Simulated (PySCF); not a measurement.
Electron correlation in Xe⁴¹⁺ (xenon, charge +41)

[Ne] 3s2 3p1, 2P determinant. Calculation: PySCF 2.14, in an even-tempered Gaussian basis (16 s from 7.3 bohr⁻², ratio 2.5; 10 p from 9.5 bohr⁻², ratio 2.5; 4 d from 38 bohr⁻², ratio 2.7; 4 f from 58 bohr⁻², ratio 2.7); the non-relativistic Hamiltonian (point nucleus). Frozen: 1s2; 11 electrons correlated; the 17 highest virtual orbitals of each spin left out.

```tsv
level	correlation energy (mhartree)
CCSD	-527.18
(T)	-1.85
CCSD(T)	-529.03
```

Diagnostics: T1 = 0.0011, D1 = 0.0049, largest double amplitude 0.084.

A non-relativistic calculation at this Z misses sizeable relativistic shifts. Spin-orbit coupling, absent here, splits the open shell strongly.

Cost of the coupled-cluster step: of the order of 27 core-seconds, for 11 correlated electrons.

At this charge a non-relativistic calculation is a model, useful for the Z dependence of the correlation energy.
